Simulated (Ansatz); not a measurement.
Total energies of CCl3F3Sn, SMILES `F[C](F)(F)[Sn]([Cl])([Cl])[Cl]`.

Cartesian coordinates in Å:
```
F -0.1917 -1.3112 1.6294
C -0.7988 -0.4764 0.7870
F -1.7493 -1.1526 0.1431
F -1.3832 0.4844 1.5020
Sn 0.6500 0.3863 -0.6399
Cl 1.6059 -1.2867 -1.8849
Cl -0.4250 1.8497 -2.0421
Cl 2.2921 1.5065 0.5053
```

The species carries charge 0 and has multiplicity 1. Correlated methods include outer-core shells of Sn, which these sets cover unevenly. Sn: def2 effective core potential. The geometry is a stationary point of PBE0-D4/def2-TZVP. Basis def2-TZVPP, Ansatz 0.2.0.

RPA on PBE orbitals: Hartree–Fock energy of these orbitals -1928.24186 Eh, correlation -2.67620 Eh (frozen core).

```csv
functional,energy without D4 (Eh),D4 term (kJ/mol)
LDA (SPW92),-1925.85753,–
PBE,-1931.97982,-30.7
BLYP,-1932.76883,-63.4
r2SCAN,-1932.72072,-7.7
B97M-V,-1932.40546,–
B3LYP,-1932.97130,-49.7
r2SCAN0,-1932.63271,-9.4
BHLYP,-1932.65907,-44.7
ωB97M-V,-1932.68080,–
B2PLYP,-1932.07921,–
```

Task: Give the same for revPBE, PBE0, r2SCANh, HSE06 (plane-wave form), CAM-B3LYP, LC-ωPBE, ωB97X-V, PBE-QIDH. (Best estimate.)

Result: Computed: 
| functional | energy without D4 (Eh) | D4 term (kJ/mol) |
| --- | --- | --- |
| revPBE | -1932.54007 | -72.4 |
| PBE0 | -1932.09333 | -26.8 |
| r2SCANh | -1932.68450 | -8.5 |
| HSE06 (plane-wave form) | -1932.05582 | -25.6 |
| CAM-B3LYP | -1932.80509 | -28.3 |
| LC-ωPBE | -1932.33210 | – |
| ωB97X-V | -1932.53349 | – |
| PBE-QIDH | -1931.60508 | – |

B3LYP takes the VWN-RPA correlation (the form of Gaussian; ORCA's B3LYP/G). HSE06 is the plane-wave form, built on full-range PBE exchange. The double hybrids freeze the cores in their second-order part.

LC-ωPBE has ω = 0.4 bohr⁻¹.
